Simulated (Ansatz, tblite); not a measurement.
Cost and result up the ladder for SnH4 (5 atoms). Charge 0, multiplicity 1. Geometry: PBE-D4/def2-TZVP.

```xyz
5

Sn    0.000    0.000    0.000
H    -0.409   -0.604   -1.553
H    -1.409    0.067    0.978
H     0.664    1.575   -0.156
H     1.155   -1.037    0.732
```

Ansatz on 4 threads of Arm Neoverse V2 on a shared host; xTB runs through tblite on one thread. Times are rough, summed over both states, and most runs start from the orbitals of an earlier one. CCSD(T)/def2-TZVPP serves as the yardstick here, not as an exact answer. The other state is a doublet.

In the def2 sets Sn takes a core potential; there is no spin–orbit coupling. The xTB rows come from tblite. Correlated methods freeze 4 core orbitals; core or outer-core shells of Sn are correlated, in sets that lack core-valence functions. HOMO above LUMO, or a gap near zero within one spin, warns that the state may not be the lowest or that an electron is smeared out.

Correlated methods converge slowly with the basis.

Raw xTB energies of ions are shifted by several eV.

```tsv
level	functions	wall time	vertical IE (eV)	difference from CCSD(T)/def2-TZVPP (eV)	remarks
GFN2-xTB	13	0.002 s	15.26	3.58	–
GFN1-xTB	17	0.003 s	16.13	4.45	–
PBE-D4/def2-TZVP	74	0.75 s	11.20	-0.49	gap within one spin near zero (+1 doublet)
r2SCAN-D4/def2-TZVP	74	1.8 s	11.36	-0.32	–
PBE0-D4/def2-TZVP	74	2.2 s	11.49	-0.20	–
CCSD(T)/def2-TZVPP	106	9.9 s	11.68	0.00	–
```
